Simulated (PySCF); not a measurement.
## Electronic structure of Tc²¹⁺ (technetium, charge +21) at the UHF level

Configuration: [Ar] 3d4, high-spin 5D determinant. Calculation: PySCF 2.14, in an uncontracted even-tempered set (19 s from 2.2 bohr⁻², ratio 2.5; 12 p from 2.9 bohr⁻², ratio 2.5; 8 d from 2.9 bohr⁻², ratio 2.5; 4 f from 11 bohr⁻², ratio 2.7; 3 g from 17 bohr⁻², ratio 2.7); the spin-free X2C one-electron Hamiltonian (Gaussian nucleus).

* Total energy: -4038.111606 hartree
* One-electron energy: -4920.0341 hartree
* Hartree (Coulomb) energy: 985.1754 hartree
* Exchange energy: -103.2529 hartree
* ⟨S²⟩: 6.0006
* ⟨L²⟩: 6.004
* Sum of ⟨r⟩: 5.607 bohr
* Sum of ⟨r²⟩: 2.103 bohr²
* Traceless quadrupole moment −½Σ⟨3z² − r²⟩ along its main axis: -0.0372 e·bohr²

```
shell  electrons  mean orbital energy (eV)  spread (eV)  rms radius, mean of both spins (bohr)
 1s α          1                  -21940.2            0                                 0.0394
 1s β          1                  -21939.9            0                                 0.0394
 2s α          1                   -3872.1            0                                  0.161
 2s β          1                   -3855.2            0                                  0.161
 2p α          3                   -3543.8        0.808                                  0.143
 2p β          3                   -3527.5        4.140                                  0.143
 3s α          1                   -1243.1            0                                  0.415
 3s β          1                   -1221.2            0                                  0.415
 3p α          3                   -1131.9        2.870                                  0.412
 3p β          3                   -1104.4        5.730                                  0.412
 3d α          4                   -972.40        5.610                                  0.376
```

Spin-orbit coupling, absent here, splits the open shell strongly.

Densities and radii are taken from the X2C orbitals without a picture-change correction, which distorts them close to the nucleus.

Spin-orbit constants ζ (cm⁻¹) from the X2C one-electron operator on these orbitals: bare nucleus, nucleus screened by l(l+1)(2l+1)/3 electrons, and screened by the Breit-Pauli mean field of the electrons.

| shell | bare | screened nucleus | mean field |
| --- | --- | --- | --- |
| 2p | 645400 | 615400 | 602000 |
| 3p | 131200 | 125100 | 122300 |
| 3d | 20010 | 15360 | 15020 |

To first order the Landé constant is A = 3754 cm⁻¹, so the lowest level has J = 0 and lies 2.79 eV below the centre of the term. This holds in LS coupling only.
